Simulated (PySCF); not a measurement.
# Molecular orbitals of SiRe

LDA at R = 2.208 Å; PySCF, scalar-relativistic core potentials, basis sets Si def2-TZVPP, Re def2-TZVPP with ECP60. State: ⁴Σ⁻ (quartet), unpaired electrons σ ↑, δ ↑↑. Only the outer orbitals are listed, counted within each symmetry, core potentials removing the inner ones.

```csv
spin,orbital,occ.,ε (eV),on Si (%),main shells (%)
α,6σ,1,-10.63,75,"74 Si s, 13 Re s, 10 Re d"
α,7σ,1,-6.10,1,"56 Re s, 42 Re d"
α,3π,1,-6.02,20,"80 Re d, 18 Si p"
α,3π,1,-6.02,20,"80 Re d, 18 Si p"
α,8σ,1,-5.79,53,"36 Si p, 30 Re d, 16 Si s"
α,1δ,1,-5.76,0,100 Re d
α,1δ,1,-5.76,0,100 Re d
α,4π,0,-2.99,56,"56 Si p, 31 Re p, 14 Re d"
α,4π,0,-2.99,56,"56 Si p, 31 Re p, 14 Re d"
α,9σ,0,-2.12,40,"40 Re p, 39 Si p, 12 Re s"
β,5σ,1,-44.00,1,99 Re p
β,2π,1,-43.82,0,100 Re p
β,2π,1,-43.82,0,100 Re p
β,6σ,1,-10.76,82,"81 Si s, 9 Re s"
β,7σ,1,-5.49,60,"49 Si p, 21 Re s, 16 Re d"
β,3π,1,-5.23,43,"56 Re d, 41 Si p"
β,3π,1,-5.23,43,"56 Re d, 41 Si p"
β,8σ,0,-4.12,-1,"52 Re s, 48 Re d"
β,1δ,0,-3.41,1,99 Re d
β,1δ,0,-3.41,1,99 Re d
```

Q: Which are the highest filled and the lowest empty level, where do they sit, and how wide is the gap?

A: Highest filled β 3π at -5.23 eV (in %: 56 Re d, 41 Si p); lowest empty β 8σ at -4.12 eV (in %: 52 Re s, 48 Re d); the gap at LDA is 1.11 eV.

```json
{
  "bond order (Mayer)": "2.79",
  "⟨S²⟩": "3.898",
  "charge on Si (Mulliken, basis-dependent)": "0.02",
  "charge on Si (Löwdin, basis-dependent)": "0.11",
  "dipole moment (positive dipole means Si(−)Re(+))": "1.62 D",
  "polarisability along the bond": "121.6 bohr³",
  "polarisability across the bond": "61.1 bohr³"
}
```

Shares are Mulliken populations and can fall outside 0 to 100 %.

Spin–orbit coupling is left out. The state is the lowest single determinant that the PBE0 search found; with open d or f shells the true ground state can be another one.
